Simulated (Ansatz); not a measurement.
Consider the atomization: `F[CH2][InH][SiH3]` → C• + F• + 6 H• + In• + Si•.

Computed with Ansatz on PBE0-D4/def2-TZVP structures; ΔE is electronic, products minus reactants. CBS: MP2 limit from def2 TZ/QZ plus the TZ coupled-cluster correction, frozen cores. This one scheme is used for every species, atoms too. Functionals use def2-TZVPP. No spin–orbit coupling; open shells (•) take unrestricted orbitals. Spin–orbit coupling would lower the free atoms: a little for C, F, Si; strongly for In. def2 core potentials past Kr. Bonds to In are less sure, by a few kJ/mol each and by 10 to 20 or more in all where they break to atoms, as the def2 sets lack core-valence functions. One conformer a species, not always the lowest.

`F[CH2][InH][SiH3]`:

Cartesian coordinates in Å:
```
F -2.326 -1.114 1.909
C -1.318 -0.225 1.553
In -0.374 -0.765 -0.342
Si 1.526 0.700 -1.291
H -1.755 0.778 1.493
H -0.577 -0.210 2.360
H -0.941 -2.173 -1.165
H 1.092 1.342 -2.565
H 2.733 -0.120 -1.592
H 1.939 1.786 -0.359
```

```json
{"level": "PBE-D4", "ΔE (kJ/mol)": "2910.6", "difference from CCSD(T)/CBS": "4.3"}
{"level": "r2SCAN-D4", "ΔE (kJ/mol)": "2900.4", "difference from CCSD(T)/CBS": "-5.9"}
{"level": "ωB97X-V", "ΔE (kJ/mol)": "2924.7", "difference from CCSD(T)/CBS": "18.4"}
{"level": "r2SCAN", "ΔE (kJ/mol)": "2896.3", "difference from CCSD(T)/CBS": "-10.0"}
{"level": "PBE0", "ΔE (kJ/mol)": "2861.5", "difference from CCSD(T)/CBS": "-44.8"}
{"level": "HF/def2-TZVPP", "ΔE (kJ/mol)": "2109.7", "difference from CCSD(T)/CBS": "-796.6"}
{"level": "CCSD/def2-TZVPP", "ΔE (kJ/mol)": "2798.9", "difference from CCSD(T)/CBS": "-107.4"}
{"level": "HF/def2-QZVPP", "ΔE (kJ/mol)": "2114.3", "difference from CCSD(T)/CBS": "-792.0"}
{"level": "SCS-MP2/def2-QZVPP", "ΔE (kJ/mol)": "2884.2", "difference from CCSD(T)/CBS": "-22.1"}
{"level": "CCSD/CBS(def2)", "ΔE (kJ/mol)": "2870.1", "difference from CCSD(T)/CBS": "-36.2"}
{"level": "CCSD(T)/CBS", "ΔE (kJ/mol)": "2906.3", "difference from CCSD(T)/CBS": "0"}
```

Largest T1 diagnostic among the species: 0.015.

The D4 term adds +27.7 kJ/mol with B3LYP and +14.6 kJ/mol with PBE0; it sums over pairs of atoms, weighted by their polarisabilities, and B3LYP, whose exchange is more repulsive, gets the larger term. From PBE to PBE0 (25 % exact exchange), in def2-TZVPP and without D4, ΔE moves by −32.0 kJ/mol: exact exchange takes away binding that semilocal exchange gives to molecules.

B3LYP here is the variant with VWN-RPA as its local correlation; programs differ in this.

For atomizations the MP2-based limit and the directly extrapolated one differ by several kJ/mol either way, and by 10 to 25 for some Ge, Se and Sn compounds, so smaller differences from it don't rank the levels.
